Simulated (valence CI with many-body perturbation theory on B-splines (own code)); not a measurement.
Cd VIII: what the settings do

Computed by relativistic CI+MBPT: five valence electrons over a frozen Dirac-Fock core [Kr], a basis of 6 s, 6 p, 5 d, 5 f, 1 g functions for each j, with the one-electron correlation potential Σ1 (screened to all orders), the two-electron term Σ2, the three-electron term Σ3, Breit, model QED; selected single and double excitations, second order for the rest, scaled by the run's own slope (own B-spline code, finite nucleus).

No measured levels were compared; by estimate terms of the open shell hold to 2 to 4 % of their energy, and close levels can change places; different configurations can be misplaced against each other by 1,000 to 8,000 cm⁻¹. Among the levels kept, up to 460 cm⁻¹ of a level comes from second order outside the variational space, and about a tenth of that is noise between levels of different J, which matters for small intervals. Only levels of the ground parity were solved; by the run's estimate the other parity begins above the list, which can be wrong where configurations are misplaced.

The reference run has the lowest level 4d5 6S_5/2 and an ionisation energy of 130.477 eV. Its largest variational space holds 9991 state functions.

Names give the largest LS component (configuration and term), which can be under half, so a name can repeat, a term be missing and a line seem to break the LS rules; names also repeat where a configuration has a term twice. Letters in brackets count levels of one name in rising energy.

Changed runs:
A. Breit term on → off; QED terms on → off
B. size limit of the variational space 10000 → 1500
C. factor on the speed of light 1 → 10; QED terms on → off; logarithmic knot step 0.27 → 0.2
D. correlating orbitals by l 3 3 3 3 1 → 0 0 0 0 0 (bad on purpose)

Excitation energies of the reference run in cm⁻¹, and shifts in cm⁻¹:

| Level | Reference | A | B | C | D |
| --- | --- | --- | --- | --- | --- |
| 4d5 4G_5/2 | 31109 | -144 | -99 | +1606 | +2205 |
| 4d5 4G_7/2 | 32432 | -10 | -114 | +282 | +2046 |
| 4d5 4G_11/2 | 32815 | +82 | -92 | -100 | +2005 |
| 4d5 4G_9/2 | 33122 | +65 | -101 | -408 | +1990 |
| 4d5 4P_5/2 | 34608 | -114 | -93 | +4618 | +2615 |
| 4d5 4P_3/2 [a] | 35783 | -117 | -64 | +3444 | +2699 |
| 4d5 4P_1/2 | 37832 | -49 | -54 | +1399 | +2710 |
| 4d5 4D_7/2 | 39576 | +28 | -111 | +59 | +2651 |
| 4d5 4D_1/2 | 42551 | +93 | -57 | -2912 | +2689 |
| 4d5 4D_5/2 | 43091 | +70 | -101 | -3449 | +2838 |
| 4d5 4P_3/2 [b] | 43908 | +132 | -66 | -4267 | +2740 |
| 4d5 2I_11/2 | 46551 | +37 | -148 | +773 | +2741 |
| Ionisation energy (eV) | 130.477 | -0.037 | -0.006 | +1.829 | +0.163 |
